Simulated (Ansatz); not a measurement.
trans-MnF2(NH3)4 (MnN₄F₂H₁₂) was relaxed with PBE-D4 (def2-SVP) in Ansatz in these states: neutral doublet, neutral quartet, neutral sextet. The geometries follow in no particular order.

A:

```xyz
19

Mn   -0.002   -0.001    0.002
F    -1.728   -1.273    0.637
F     1.726    1.274   -0.643
N    -0.745    1.611   -1.069
H    -1.190    1.504   -1.992
H     0.295    1.832   -1.183
H    -1.219    2.399   -0.606
N     0.740   -1.612    1.074
H     1.181   -1.507    1.999
H     1.217   -2.398    0.610
H    -0.300   -1.835    1.182
N    -0.456   -1.298   -1.549
H    -0.846   -0.975   -2.446
H    -1.243   -1.588   -0.886
H     0.134   -2.114   -1.765
N     0.461    1.300    1.548
H     0.854    0.978    2.444
H    -0.126    2.118    1.763
H     1.246    1.586    0.880
```

B:

```tsv
atom	x (Å)	y (Å)	z (Å)
Mn1	0.003	-0.002	-0.004
F2	0.403	0.255	-1.974
F3	-0.392	-0.260	1.969
N4	0.863	1.892	1.117
H5	1.864	2.066	1.265
H6	0.501	1.313	1.909
H7	0.395	2.806	1.134
N8	-0.871	-1.887	-1.123
H9	-1.875	-2.053	-1.267
H10	-0.411	-2.806	-1.141
H11	-0.507	-1.313	-1.917
N12	2.187	-0.821	-0.362
H13	3.037	-0.340	-0.044
H14	1.932	-0.463	-1.311
H15	2.417	-1.819	-0.437
N16	-2.182	0.818	0.368
H17	-3.036	0.338	0.060
H18	-2.412	1.817	0.445
H19	-1.916	0.460	1.313
```

C:

| atom | x (Å) | y (Å) | z (Å) |
| --- | --- | --- | --- |
| Mn1 | -0.0015 | 0.0000 | -0.0004 |
| F2 | 1.8215 | 0.1018 | -0.6692 |
| F3 | -1.8230 | -0.1101 | 0.6726 |
| N4 | 0.2689 | -1.0905 | 1.7126 |
| H5 | 0.6112 | -2.0630 | 1.6828 |
| H6 | -0.7662 | -1.0919 | 1.8730 |
| H7 | 0.7325 | -0.6577 | 2.5272 |
| N8 | -0.2619 | 1.0931 | -1.7145 |
| H9 | -0.5979 | 2.0671 | -1.6847 |
| H10 | -0.7182 | 0.6673 | -2.5367 |
| H11 | 0.7751 | 1.0894 | -1.8624 |
| N12 | 0.0887 | -1.6733 | -1.1790 |
| H13 | -0.0111 | -2.6182 | -0.7792 |
| H14 | 1.1006 | -1.4830 | -1.3698 |
| H15 | -0.4200 | -1.6971 | -2.0769 |
| N16 | -0.0969 | 1.6732 | 1.1792 |
| H17 | -0.0106 | 2.6190 | 0.7783 |
| H18 | 0.4151 | 1.7039 | 2.0750 |
| H19 | -1.1063 | 1.4702 | 1.3721 |

Task: Judge from the bond lengths which geometry belongs to which state (an estimate).

Result: A is the neutral quartet (Mn1–N4 2.073 Å, Mn1–N16 2.073 Å, Mn1–N12 2.073 Å); B is the neutral sextet (Mn1–N4 2.363 Å, Mn1–N16 2.363 Å, Mn1–N12 2.360 Å); C is the neutral doublet (Mn1–N4 2.049 Å, Mn1–N16 2.049 Å, Mn1–N12 2.049 Å).

At PBE-D4/def2-SVP the charge 0 doublet is spin-contaminated (final ⟨S²⟩ up to 0.89, 0.75 for a pure state). At PBE0-D4/def2-TZVP a sextet lies 1.80 eV below the neutral quartet. At PBE0-D4/def2-TZVP a sextet lies 2.12 eV below the neutral doublet. The name describes the doublet; other states may take another shape.
